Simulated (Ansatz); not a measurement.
Geometry optimisation, Ansatz 0.2.0, RHF/def2-SVP.

The input (input.yaml):

```yaml
crystal:
  periodic: [false, false, false]
  atoms:
    - { symbol: Sn, position_ang: [0.491849, 0.244728, -0.152967] }
    - { symbol: H, position_ang: [0.076262, -0.366467, 1.416239] }
    - { symbol: H, position_ang: [2.204753, 0.31028, -0.234563] }
    - { symbol: H, position_ang: [-0.146978, 1.809532, -0.364467] }
    - { symbol: H, position_ang: [-0.070326, -0.842673, -1.34436] }
    - { symbol: O, position_ang: [-2.477106, -0.320906, 0.789613] }
    - { symbol: Al, position_ang: [-3.919372, -1.121354, 0.399275] }
    - { symbol: H, position_ang: [-4.26182, -2.509624, 1.080143] }
    - { symbol: H, position_ang: [-4.84508, -0.41041, -0.653198] }
    - { symbol: H, position_ang: [-1.785783, -0.531307, 1.431486] }
basis:
  gaussian: { orbitals: def2-SVP }
hamiltonian:
  xc: hf
relax:
  f_tol: 0.03
  max_steps: 50
output:
  orbitals: {}
```

Run as:

```bash
$ ansatz run input.yaml --threads 1 --pin off --max-ram 2048MiB --backend cpu --events-out ev --progress --plain --runs-dir out
```

Where does it end, and by what steps?

The forces met the threshold. The force dipped under the threshold on the way, but the program's further checks kept it going. After 24 steps the energy has fallen by 0.134 eV; H9 moved furthest, 0.94 Å.

```csv
step,energy less start (eV),largest force component (eV/Å),accepted
0,0.0000,1.214,yes
1,-0.0725,0.276,yes
2,-0.0927,0.279,yes
3,-0.1036,0.111,yes
4,-0.0899,0.431,no
5,-0.1082,0.029,yes
6,-0.1126,0.059,yes
7,-0.1147,0.153,yes
8,-0.1156,0.278,yes
9,-0.1200,0.192,yes
10,-0.1225,0.102,yes
11,-0.1244,0.128,yes
12,-0.1271,0.039,yes
13,-0.1276,0.185,yes
14,-0.1296,0.046,yes
15,-0.1298,0.063,yes
16,-0.1317,0.007,yes
17,-0.1323,0.044,yes
18,-0.1316,0.078,no
19,-0.1329,0.036,yes
20,-0.1331,0.047,yes
21,-0.1333,0.060,yes
22,-0.1336,0.053,yes
23,-0.1341,0.003,yes
24,-0.1344,0.009,yes
```

```xyz
10
Properties=species:S:1:pos:R:3
Sn 0.516 0.279 -0.188
H 0.722 -0.322 1.400
H 2.068 0.726 -0.776
H -0.472 1.669 -0.192
H -0.107 -0.931 -1.219
O -2.414 -0.688 1.084
Al -3.881 -1.087 0.326
H -4.964 -1.912 1.121
H -4.069 -0.596 -1.152
H -2.133 -0.874 1.964
```

Whether the end is a true minimum wasn't checked by a vibrational analysis.

Run time: 61 s on 1 thread of Arm Neoverse V1, on a shared host, peak memory 0.18 GiB.
